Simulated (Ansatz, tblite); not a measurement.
Removing and adding an electron: W₄. The state is a singlet with charge 0. Geometry: PBE0-D4/def2-SVP. Ansatz, gas phase; energy differences of separate SCF runs; the oxidised species was run as a doublet alone; the reduced species was run as a doublet alone.

Cartesian coordinates in Å:
```
W -0.608 -1.080 0.958
W 0.812 1.297 -0.333
W -1.377 0.722 -0.185
W 1.173 -0.939 -0.440
```

In the def2 sets W takes a core potential; there is no spin–orbit coupling. The xTB rows come from tblite. Another isomer (singlet) lies 0.08 eV lower at PBE0-D4/def2-TZVP.

```
               level  −HOMO (eV)  vertical IE (eV)  −LUMO (eV)  vertical EA (eV)  HOMO–LUMO gap (eV)  IE − EA (eV)                                                                   remarks
            GFN1-xTB        9.79             12.08        9.19              6.87                0.60          5.21                                                                         –
            GFN2-xTB       13.57                 –       13.34              9.87                0.23             –                                                                         –
    PBE-D4/def2-TZVP        4.10              6.20        3.01                 –                1.09             –                                spin-contaminated (⟨S²⟩ 0.87) (+1 doublet)
   PBE-D4/def2-TZVPD        4.11                 –        3.03              1.25                1.09             –                                              HOMO above zero (-1 doublet)
r2SCAN-D4/def2-TZVPD        4.18                 –        2.79              1.20                1.40             –  HOMO above zero (-1 doublet), spin-contaminated (⟨S²⟩ 0.87) (-1 doublet)
  PBE0-D4/def2-TZVPD        4.73                 –        2.27              1.15                2.46             –                                                                         –
```

Run but left out: GFN2-xTB (tight binding far off the other levels); r2SCAN-D4/def2-TZVP, PBE0-D4/def2-TZVP (charge +1 doublet: ⟨S²⟩ 1.38 to 1.44, where a pure state has 0.75).   A HOMO above zero means that the electron is unbound at that level or that self-interaction error raises the level; the energy of removing that electron tells which. Raw xTB energy differences between charge states are shifted by several eV; the methods need an empirical correction for them.
